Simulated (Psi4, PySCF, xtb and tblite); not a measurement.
Conformational energy of SMILES N([SiH3])[SiH3] (H7NSi2). Scanned: dihedral H4–Si1–N2–Si3; all other coordinates were relaxed at GFN2-xTB. Heavy atoms are numbered in the order of the SMILES [SiH3]N[SiH3], hydrogens after them in the order of the atoms that carry them; the mirror image has the same energies with the sign of each dihedral reversed.

Levels of theory: RHF/LANL2DZ = restricted Hartree-Fock/LANL2DZ, with its core potentials past Ne // GFN2-xTB (PySCF 2.14.0); RKS-LDA (SVWN5)/6-31G* = restricted LDA (SVWN5)/6-31G*, spherical d // GFN2-xTB (PySCF 2.14.0); GFN2-xTB (xtb and tblite); MP2/cc-pVTZ = DF-MP2 (frozen core)/cc-pVTZ // GFN2-xTB run with Psi4.

Energies relative to the lowest point of each profile, in kJ/mol; the last columns give the difference from MP2:

```csv
φ / °,RHF/LANL2DZ,RKS-LDA (SVWN5)/6-31G*,GFN2-xTB,MP2/cc-pVTZ,RHF/LANL2DZ − MP2/cc-pVTZ,RKS-LDA (SVWN5)/6-31G* − MP2/cc-pVTZ,GFN2-xTB − MP2/cc-pVTZ
0,0.00,1.33,1.46,0.36,-0.36,0.97,1.10
10,0.74,0.80,1.26,0.09,0.65,0.71,1.17
20,1.40,0.34,0.87,0.00,1.40,0.34,0.87
30,2.19,0.03,0.45,0.10,2.09,-0.07,0.35
40,3.13,0.00,0.12,0.44,2.69,-0.44,-0.32
50,3.84,0.29,0.00,0.94,2.90,-0.65,-0.94
60,3.83,0.86,0.18,1.51,2.32,-0.65,-1.33
70,3.91,0.27,0.00,0.93,2.98,-0.65,-0.93
80,3.13,0.00,0.11,0.46,2.66,-0.46,-0.35
90,2.26,0.05,0.44,0.15,2.11,-0.10,0.29
100,1.43,0.40,0.86,0.08,1.35,0.32,0.79
110,0.73,0.85,1.24,0.15,0.59,0.71,1.10
```

RHF/LANL2DZ is furthest from MP2/cc-pVTZ at 70 (2.98 kJ/mol, above); its mean absolute difference over the points is 1.84 kJ/mol.

RKS-LDA (SVWN5)/6-31G* is furthest from MP2/cc-pVTZ at 0 (0.97 kJ/mol, above); its mean absolute difference over the points is 0.51 kJ/mol.

GFN2-xTB is furthest from MP2/cc-pVTZ at 60 (-1.33 kJ/mol, below); its mean absolute difference over the points is 0.80 kJ/mol.
